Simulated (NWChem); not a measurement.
System: C3H4ClFSi; SMILES C(=C=C[SiH3])(Cl)F

NWChem input:

```
start job
memory heap 200 mb stack 900 mb global 1100 mb
geometry units angstroms noautoz
  F     -1.586332    -1.655858     0.282695
  C     -0.413765    -1.112324    -0.077263
  Cl     0.909243    -2.236825     0.067292
  C     -0.283615     0.116659    -0.495041
  C     -0.134106     1.360226    -0.876702
  Si     0.210589     2.770716     0.329209
  H     -0.216384     1.593701    -1.942870
  H     -0.890787     3.767985     0.258058
  H      0.313391     2.226123     1.704564
  H      1.479719     3.449079    -0.047429
end
basis spherical
  * library def2-tzvp
end
dft
  xc xcamb88 1.00 lyp 0.81 vwn_5 0.19 hfexch 1.00
  cam 0.33 cam_alpha 0.19 cam_beta 0.46
  iterations 150
  semidirect filesize 400000000
  mulliken
end
task dft energy
```

Output (shortened):

```
             Northwest Computational Chemistry Package (NWChem) 7.3.0
             --------------------------------------------------------

 C1  symmetry detected

                             Geometry "geometry" -> ""
                             -------------------------

 Output coordinates in angstroms (scale by  1.889725989 to convert to a.u.)

  No.       Tag          Charge          X              Y              Z
 ---- ---------------- ---------- -------------- -------------- --------------
    1 F                    9.0000    -1.58524264    -1.64151055     0.27756839
    2 C                    6.0000    -0.41076639    -1.09733116    -0.07511658
    3 Cl                  17.0000     0.91130166    -2.22240722     0.07350628
    4 C                    6.0000    -0.27828552     0.13261768    -0.48930416
    5 C                    6.0000    -0.12662757     1.37706125    -0.86724199
    6 Si                  14.0000     0.21215014     2.78462141     0.34375846
    7 H                    1.0000    -0.20343198     1.61308289    -1.93325762
    8 H                    1.0000    -0.88868395     3.78225211     0.26936559
    9 H                    1.0000     0.30785100     2.23674453     1.71832146
   10 H                    1.0000     1.48329544     3.46365189    -0.02479372

 Effective nuclear repulsion energy (a.u.)     307.2334783846

                                 NWChem DFT Module
                                 -----------------

 Summary of "ao basis" -> "ao basis" (spherical)
 ------------------------------------------------------------------------------
       Tag                 Description            Shells   Functions and Types
 ---------------- ------------------------------  ------  ---------------------
 F                         def2-tzvp                11       31   5s3p2d1f
 C                         def2-tzvp                11       31   5s3p2d1f
 Cl                        def2-tzvp                13       37   5s5p2d1f
 Si                        def2-tzvp                13       37   5s5p2d1f
 H                         def2-tzvp                 4        6   3s1p

            General Information
            -------------------
          SCF calculation type: DFT
          Wavefunction type:  closed shell.
          No. of atoms     :    10
          No. of electrons :    62
           Alpha electrons :    31
            Beta electrons :    31
          Charge           :     0
          Spin multiplicity:     1
          Use of symmetry is: off; symmetry adaption is: off
          Maximum number of iterations: 150
          AO basis - number of functions:   222
                     number of shells:    86
          Convergence on energy requested:  1.00D-06
          Convergence on density requested:  1.00D-05
          Convergence on gradient requested:  5.00D-04

              XC Information
              --------------
                     Hartree-Fock (Exact) Exchange  1.000
                   CAM-Becke88 Exchange Functional  1.000
                      VWN V Correlation Functional  0.190 local
              Lee-Yang-Parr Correlation Functional  0.810

           Range-Separation Parameters
           ---------------------------
           Alpha           :  0.19
           Beta            :  0.46
           Gamma           :  0.33
           Short-Range HF  :     F

             Grid Information
             ----------------
          Grid used for XC integration:  medium
          Radial quadrature: Mura-Knowles
          Angular quadrature: Lebedev.
          Tag              B.-S. Rad. Rad. Pts. Rad. Cut. Ang. Pts.
          ---              ---------- --------- --------- ---------
          F                   0.50       49          14.0       434
          C                   0.70       49          13.0       434
          Cl                  1.00       88          15.0       590
          Si                  1.10       88          12.0       590
          H                   0.35       45          14.0       434
          Grid pruning is: on
          Number of quadrature shells:   552
          Spatial weights used:  Erf1

      Superposition of Atomic Density Guess
      -------------------------------------

 Sum of atomic energies:        -962.74439887

      Non-variational initial energy
      ------------------------------

 Total energy =    -965.184621
 1-e energy   =   -1939.691210
 2-e energy   =     667.273111
 HOMO         =      -0.235283
 LUMO         =      -0.043266

     ---------------------------------------------
      Total Density - Mulliken Population Analysis
     ---------------------------------------------

    Atom       Charge   Shell Charges
 -----------   ------   -------------------------------------------------------
    1 F    9     9.33   0.77  1.20  0.61  1.00  0.31  2.30  2.29  0.83  0.00  0.01  0.00
    2 C    6     5.46   0.85  1.13  0.49  0.53  0.16  0.90  1.01  0.19  0.03  0.14  0.01
    3 Cl  17    17.17   2.01  0.45  1.52  1.10  0.82  4.18  1.69  1.09  2.83  1.43  0.01  0.03  0.00
    4 C    6     6.07   0.86  1.12  0.60  0.49  0.07  1.23  1.33  0.29  0.01  0.05  0.02
    5 C    6     6.37   0.86  1.12  0.56  0.66  0.13  1.19  1.38  0.40  0.01  0.05  0.01
    6 Si  14    13.64   2.00  0.59  1.39  0.88  0.46  4.11  1.73  0.52  1.30  0.46  0.09  0.09  0.02
    7 H    1     0.83   0.23  0.44  0.13  0.02
    8 H    1     1.04   0.23  0.54  0.27  0.01
    9 H    1     1.04   0.23  0.54  0.26  0.01
   10 H    1     1.04   0.23  0.54  0.27  0.01

   convergence    iter        energy       DeltaE   RMS-Dens  Diis-err
 ---------------- ----- ----------------- --------- --------- ---------
 d= 0,ls=0.0,diis     1   -966.0912197610 -1.27D+03  6.20D-03  1.82D+00
 d= 0,ls=0.0,diis     2   -966.1065513831 -1.53D-02  2.99D-03  1.17D+00
 d= 0,ls=0.0,diis     3   -966.2015532703 -9.50D-02  1.12D-03  1.61D-01
 d= 0,ls=0.0,diis     4   -966.2176887912 -1.61D-02  2.07D-04  6.49D-03
 d= 0,ls=0.0,diis     5   -966.2184370092 -7.48D-04  6.91D-05  6.66D-04
  Resetting Diis
 d= 0,ls=0.0,diis     6   -966.2185069328 -6.99D-05  4.53D-05  3.84D-05
 d= 0,ls=0.0,diis     7   -966.2185119449 -5.01D-06  1.72D-05  5.53D-06
 d= 0,ls=0.0,diis     8   -966.2185119021  4.29D-08  9.78D-06  7.05D-06

         Total DFT energy =     -966.218511902060
      One electron energy =    -1942.994178083485
           Coulomb energy =      746.823457511178
    Exchange-Corr. energy =      -77.281269714363
 Nuclear repulsion energy =      307.233478384612

 Numeric. integr. density =       61.999983220610

                       DFT Final Molecular Orbital Analysis
                       ------------------------------------

 Vector   29  Occ=2.000000D+00  E=-4.105959D-01
              MO Center=  6.5D-01, -1.5D+00,  4.8D-02, r^2= 4.5D+00
   Bfn.  Coefficient  Atom+Function         Bfn.  Coefficient  Atom+Function
  ----- ------------  ---------------      ----- ------------  ---------------
    77      0.348858   3 Cl px               78      0.302487   3 Cl py
    80      0.222924   3 Cl px               81      0.196258   3 Cl py
    74      0.174216   3 Cl px               75      0.147892   3 Cl py
    79     -0.144583   3 Cl pz               68     -0.138756   3 Cl px
     6      0.118109   1 F  px               69     -0.118372   3 Cl py

 Vector   30  Occ=2.000000D+00  E=-3.644272D-01
              MO Center=  9.1D-03,  6.5D-01, -4.2D-01, r^2= 4.3D+00
   Bfn.  Coefficient  Atom+Function         Bfn.  Coefficient  Atom+Function
  ----- ------------  ---------------      ----- ------------  ---------------
   105      0.253154   4 C  px              136      0.253672   5 C  px
   108      0.216609   4 C  px              139      0.216588   5 C  px
    78     -0.201842   3 Cl py               81     -0.138364   3 Cl py
   142      0.137550   5 C  px              111      0.110592   4 C  px
    75     -0.100386   3 Cl py              206      0.092081   8 H  s

 Vector   31  Occ=2.000000D+00  E=-3.148551D-01
              MO Center= -1.1D-01, -4.9D-01, -2.4D-01, r^2= 3.7D+00
   Bfn.  Coefficient  Atom+Function         Bfn.  Coefficient  Atom+Function
  ----- ------------  ---------------      ----- ------------  ---------------
    39      0.246389   2 C  pz               79     -0.239455   3 Cl pz
   107      0.235741   4 C  pz               42      0.217543   2 C  pz
   110      0.199320   4 C  pz               82     -0.196759   3 Cl pz
   113      0.160489   4 C  pz                8     -0.146932   1 F  pz
   135     -0.124667   5 C  s                76     -0.123415   3 Cl pz

 Vector   32  Occ=0.000000D+00  E=-1.470176D-02
              MO Center= -1.1D-01,  4.6D-01, -4.5D-01, r^2= 4.2D+00
   Bfn.  Coefficient  Atom+Function         Bfn.  Coefficient  Atom+Function
  ----- ------------  ---------------      ----- ------------  ---------------
   142      0.454286   5 C  px              111     -0.402009   4 C  px
   104      0.364588   4 C  s               105     -0.266367   4 C  px
   136      0.249192   5 C  px               81      0.233895   3 Cl py
   108     -0.233544   4 C  px              207      0.219265   8 H  s
   139      0.215559   5 C  px              135     -0.203911   5 C  s

 Vector   33  Occ=0.000000D+00  E= 3.980581D-02
              MO Center= -5.5D-02,  8.6D-01, -6.1D-02, r^2= 7.0D+00
   Bfn.  Coefficient  Atom+Function         Bfn.  Coefficient  Atom+Function
  ----- ------------  ---------------      ----- ------------  ---------------
   166      1.164279   6 Si s               180     -0.727504   6 Si py
   181     -0.606998   6 Si pz              135     -0.602122   5 C  s
   201     -0.576795   7 H  s               144     -0.494836   5 C  pz
    45      0.394202   2 C  pz              143     -0.379525   5 C  py
   113     -0.334729   4 C  pz               39      0.271897   2 C  pz

 Vector   34  Occ=0.000000D+00  E= 5.117008D-02
              MO Center=  1.1D-01,  2.3D+00, -1.1D-01, r^2= 7.2D+00
   Bfn.  Coefficient  Atom+Function         Bfn.  Coefficient  Atom+Function
  ----- ------------  ---------------      ----- ------------  ---------------
   135      1.676237   5 C  s               181      1.125599   6 Si pz
   201     -1.086729   7 H  s               180      0.927622   6 Si py
   143      0.673418   5 C  py              213     -0.583177   9 H  s
   219     -0.463128  10 H  s               207     -0.401286   8 H  s
   134      0.388167   5 C  s               179      0.298597   6 Si px

     ---------------------------------------------
      Total Density - Mulliken Population Analysis
     ---------------------------------------------

    Atom       Charge   Shell Charges
 -----------   ------   -------------------------------------------------------
    1 F    9     9.17   0.77  1.20  0.62  0.96  0.36  2.29  2.09  0.87  0.00  0.02  0.00
    2 C    6     5.90   0.85  1.12  0.53  0.47  0.14  1.26  1.11  0.18  0.04  0.18  0.02
    3 Cl  17    17.05   2.01  0.43  1.52  1.15  0.76  4.19  1.66  1.15  2.72  1.37  0.02  0.04  0.01
    4 C    6     5.97   0.86  1.11  0.60  0.40  0.05  1.31  1.24  0.32  0.02  0.06  0.01
    5 C    6     6.25   0.85  1.12  0.53  0.63  0.11  1.32  1.22  0.41  0.01  0.04  0.00
    6 Si  14    13.72   2.00  0.57  1.39  0.90  0.40  4.13  1.68  0.63  1.39  0.33  0.13  0.14  0.02
    7 H    1     0.84   0.27  0.47  0.09  0.02
    8 H    1     1.04   0.25  0.52  0.25  0.01
    9 H    1     1.03   0.25  0.53  0.25  0.01
   10 H    1     1.04   0.25  0.52  0.25  0.01

     -------------------------------------------
      Total Density - Lowdin Population Analysis
     -------------------------------------------

    Atom       Charge   Shell Charges
 -----------   ------   -------------------------------------------------------
    1 F    9     8.81   0.86  1.10  0.59  0.68  0.37  2.14  2.09  0.95  0.00  0.03  0.00
    2 C    6     6.60   0.91  1.03  0.36  0.33  0.19  1.09  1.23  0.59  0.05  0.72  0.11
    3 Cl  17    16.60   1.98  0.84  1.14  0.89  0.72  3.93  1.90  1.26  2.40  1.44  0.01  0.08  0.01
    4 C    6     6.10   0.91  1.03  0.35  0.34  0.17  1.11  1.20  0.57  0.02  0.35  0.05
    5 C    6     6.25   0.91  1.04  0.36  0.35  0.20  1.12  1.33  0.66  0.02  0.24  0.03
    6 Si  14    13.68   2.00  0.83  1.10  0.53  0.32  3.85  1.87  0.72  1.23  0.66  0.13  0.37  0.08
    7 H    1     0.84   0.25  0.38  0.16  0.06
    8 H    1     1.03   0.25  0.47  0.30  0.02
    9 H    1     1.03   0.25  0.47  0.29  0.02
   10 H    1     1.03   0.25  0.47  0.30  0.02

     Multipole analysis of the density
     ---------------------------------

     L   x y z        total         alpha         beta         nuclear
     -   - - -        -----         -----         ----         -------
     0   0 0 0      0.000000    -31.000000    -31.000000     62.000000

     1   1 0 0      0.191995      0.095997      0.095997     -0.000000
     1   0 1 0      0.724353      0.362177      0.362177     -0.000000
     1   0 0 1     -0.286455     -0.143228     -0.143228     -0.000000

     2   2 0 0    -38.404373    -94.309485    -94.309485    150.214596
     2   1 1 0     -0.980473     -1.979642     -1.979642      2.978810
     2   1 0 1      0.430419     -0.689686     -0.689686      1.809792
     2   0 2 0    -36.532323   -499.268419   -499.268419    962.004515
     2   0 1 1     -0.694416     -2.349018     -2.349018      4.003620
     2   0 0 2    -35.848549    -45.039250    -45.039250     54.229950
```

Level: CAM-B3LYP/def2-TZVP. Coordinates come from a B3LYP/6-31G* (spherical d) optimisation.
